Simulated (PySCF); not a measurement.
## Calculated data, CH2BF

Calculation on a computer-drawn molecule: optimised geometry and harmonic frequencies of an isolated molecule of the commonest isotopes, restricted reference for singlets and unrestricted otherwise, frozen core in MP2. Program: PySCF 2.14.0.

```json
{"formula": "CH2BF", "start_structure": {"atoms_angstrom": [["C", -0.2159, -0.9954, -1.2159], ["B", -0.6468, -0.0105, -2.0979], ["F", -1.0706, 0.8256, -2.9165], ["H", 0.7437, -1.2289, -0.9764], ["H", -0.973, -1.6189, -0.5572]]}, "given": {"charge": 0, "multiplicity": 1, "method": "HF", "basis": "cc-pVDZ", "drawn_bonds_atom": [1, 2, 1, 1], "drawn_bonds_other_atom": [2, 3, 4, 5], "drawn_bonds_order": [2, 1, 1, 1]}, "results": {"optimised_atom_element": ["C", "B", "F", "H", "H"], "optimised_atom_x [angstrom]": [-0.2585, -0.6693, -1.052, 0.7922, -0.9752], "optimised_atom_y [angstrom]": [-1.01, -0.05458, 0.8355, -1.212, -1.587], "optimised_atom_z [angstrom]": [-1.169, -2.076, -2.92, -1.003, -0.5972], "modes_frequency [cm^-1]": [335.2, 431.1, 723.3, 836.4, 955.5, 1444, 1873, 3314, 3404], "modes_reduced_mass [dalton]": [2.02, 9.592, 1.237, 2.047, 5.291, 1.161, 9.618, 1.06, 1.112], "rotational_constants [GHz]": [292.5, 8.22, 7.996], "total_energy [hartree]": -163.1473, "convergence_status_largest_gradient_component [hartree/bohr]": 2.719e-05}}
```
